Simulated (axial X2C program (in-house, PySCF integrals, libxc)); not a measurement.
## What spin–orbit coupling does to InS⁺

Calculated with an in-house all-electron X2C program for linear molecules (integrals from PySCF). Spin-free means the one-electron spin-free X2C Hamiltonian; two-component (2c) means X2C with spin–orbit coupling and atomic mean-field two-electron Coulomb and Gaunt terms, so the difference of the two also holds small scalar two-electron terms. Basis: In dyall-cv3z [11s12p9d4f1g], S dyall-av3z [9s8p3d2f] (cores contracted in-house); Gaussian nuclei, density fitting, unrestricted open shells. Masses: In 114.904 u, S 31.972 u.

Spin-free state: M_S = 1, Λ = 1 (beyond evenly filled blocks: σα, π+α, π+β, π-α); fragments In+ + S.

| level | Re (Å) | ωe (cm⁻¹) | De (eV) | μ (D) |
| --- | --- | --- | --- | --- |
| PBE0 | 2.519 | 200.5 | 0.283 | -1.05 |
| CCSD(T) | 2.579 | 153.0 | 0.190 | n/a |
| B3LYP | 2.622 | 152.6 | 0.208 | -0.91 |

Correlated methods: 8 electrons correlated (number of frozen shells: In 4 s, 3 p, 2 d; S 2 s, 1 p), 260 virtual spin orbitals or spinors in MP2, 90 natural virtuals in coupled cluster.

Dipoles are positive if S is the positive end and refer to the centre of mass.

Two-component determinant lowest at the distance of the search:

Ω = 2 (⟨Sz⟩ = 1.00, ⟨Lz⟩ = 1.00 at HF); fragments In+ + S.

| level | Re (Å) | ωe (cm⁻¹) | De (eV) | μ (D) |
| --- | --- | --- | --- | --- |
| PBE0 | 2.514 | 202.7 | 0.315 | -1.03 |
| CCSD(T) | 2.575 | 155.4 | 0.194 | n/a |
| B3LYP | 2.616 | 154.8 | 0.238 | -0.90 |

From the two tables, how do the constants change at the CCSD(T) level (2c against spin-free)?

At the CCSD(T) level Re drops by 0.004 Å and ωe goes up by 2.4 cm⁻¹; De changes by 0.004 eV.

De is counted from the lowest determinant-based energies of the atoms at the same level, without counterpoise correction. Density functionals use the spin component along the axis (collinear). CCSD and (T) use frozen natural virtuals with an MP2 correction for the truncation; (T) itself is uncorrected, so its De runs slightly low. In 2c an atomic determinant is not the ground J level, so De misses part of the atomic spin–orbit lowering. This holds for PBE0, B3LYP. The functionals have no current-density term, which raises determinants with orbital currents, atoms included. The atomic limit has a lower orbital projection than the molecule and lies lower at mean-field level, so De may be about a tenth of an eV too small. The state is one determinant with fixed occupations, lowest in a PBE0 search at one distance only: followed along the bond, the 2c determinant Ω = 1 reaches 0.20 eV lower at PBE0, so the state shown is not the lowest. With several unpaired electrons one determinant need not be a pure state. Open-shell Ω = 0 determinants with evenly filled partner blocks cannot be reached by this program, so the Ω shown need not be the lowest component. With the outer-core shells frozen, correlated bond lengths of heavy atoms tend to come out a few hundredths of an ångström too long.
